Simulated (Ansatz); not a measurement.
Consider the silylene loss: `OP[SiH2][SiH3]` → `OP[SiH3]` + `[SiH2]`.

Program: Ansatz. Geometries: PBE0-D4/def2-TZVP. ΔE: electronic, gas phase. CBS: MP2 limit from def2 TZ/QZ plus the TZ coupled-cluster correction, frozen cores. This one scheme is used for every species. DFT in def2-TZVPP. B3LYP here is the variant with VWN-RPA as its local correlation; programs differ in this. One conformer a species, not always the lowest.

`OP[SiH2][SiH3]`:

```xyz
11

O    -1.559   -2.042    1.435
P    -1.591   -0.719    0.425
Si    0.566   -0.054    0.562
Si    0.949    1.458   -1.185
H    -2.368   -2.063    1.951
H    -1.375   -1.377   -0.821
H     1.513   -1.200    0.474
H     0.767    0.629    1.870
H     0.039    2.628   -1.063
H     0.703    0.799   -2.496
H     2.356    1.940   -1.151
```

`OP[SiH3]`:

Cartesian coordinates in Å:
```
O 0.871 -1.498 -0.745
P 0.771 -0.645 0.683
Si -0.560 1.046 -0.006
H 1.752 -1.870 -0.828
H -0.314 -1.338 1.298
H -1.047 1.728 1.224
H -1.717 0.574 -0.811
H 0.242 2.003 -0.814
```

`[SiH2]`:

```xyz
3

Si    0.284   -0.496    0.424
H    -0.222   -0.484   -1.015
H    -0.062    0.980    0.591
```

Q: Is it downhill or uphill in electronic energy at CCSD(T)/CBS, and by how much? (An estimate is asked.)

A: Ansatz gave: Uphill: ΔE = +242.4 kJ/mol.

Q: What do these levels give: B3LYP-D4, ωB97X-V, ωB97M-V, r2SCAN, B3LYP, MP2/def2-TZVPP, SCS-MP2/def2-TZVPP, CCSD/def2-TZVPP, HF/def2-QZVPP, SCS-MP2/def2-QZVPP, HF/CBS(def2), MP2/CBS(def2)? (An estimate is asked.)

A: Computed: B3LYP-D4 238.9, ωB97X-V 252.5, ωB97M-V 233.7, r2SCAN 264.8, B3LYP 225.2, MP2/def2-TZVPP 250.3, SCS-MP2/def2-TZVPP 236.5, CCSD/def2-TZVPP 229.2, HF/def2-QZVPP 212.9, SCS-MP2/def2-QZVPP 241.0, HF/CBS(def2) 212.9, MP2/CBS(def2) 257.7 kJ/mol.

Largest T1 diagnostic among the species: 0.014.

In def2-TZVPP, CCSD(T) changes the Hartree–Fock value by +22.4 kJ/mol (the triples alone add +6.0 kJ/mol) and MP2 by +37.6 kJ/mol. From PBE to PBE0 (25 % exact exchange), in def2-TZVPP and without D4, ΔE moves by +5.8 kJ/mol.
